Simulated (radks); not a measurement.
Values are calculated unless marked as measured or tabulated.
Radial electron density D(r) = 4 pi r^2 rho(r) of an atom or ion with 12 electrons. Level of theory: Dirac Kohn-Sham, PBE, spin-unpolarised, spherical densities, point nucleus (a radial shooting solver on a logarithmic mesh with Libxc functionals).

r (bohr),D(r) (e/bohr)
0.01582,2.392
0.01827,3.005
0.02127,3.786
0.02456,4.662
0.02859,5.731
0.03302,6.869
0.03844,8.173
0.04439,9.453
0.05168,10.77
0.05968,11.88
0.06893,12.75
0.08024,13.27
0.09267,13.30
0.1079,12.79
0.1246,11.85
0.1451,10.52
0.1675,9.204
0.195,8.058
0.2252,7.473
0.2601,7.524
0.3028,8.230
0.3497,9.282
0.4071,10.39
0.4702,11.02
0.5473,10.92
0.6321,10.02
0.7359,8.368
0.8499,6.448
0.9815,4.540
1.143,2.859
1.32,1.738
1.536,1.049
1.774,0.7501
2.065,0.6475
2.385,0.6184
2.777,0.5658
3.207,0.4667
3.704,0.3370
4.312,0.2057
4.979,0.1134
5.797,0.05638
6.695,0.03229
7.794,0.02545
9.001,0.02846
10.48,0.03406
12.1,0.03844
13.98,0.03928
16.27,0.03244
18.79,0.02060
21.87,0.01004
25.26,0.003984
29.41,0.001104
33.96,0.0002370

What is the nuclear charge?

Answer. Z = 12. The innermost maximum, from 1s, lies near gamma/Z bohr with gamma = sqrt(1 - (Z/c)^2) = 0.996, here 0.083 bohr (found: 0.0869), and its height grows with Z. The density is that of neutral magnesium in [Ne] 3s1.5 3d0.5; the configuration itself is not fixed sharply by these data, and Z only to about a unit. D(r) has 3 maxima, at r = 0.0869, 0.501, 13.3 bohr, and minima at 0.240, 7.79 bohr, inside which lie 2.21, 11.56 electrons.
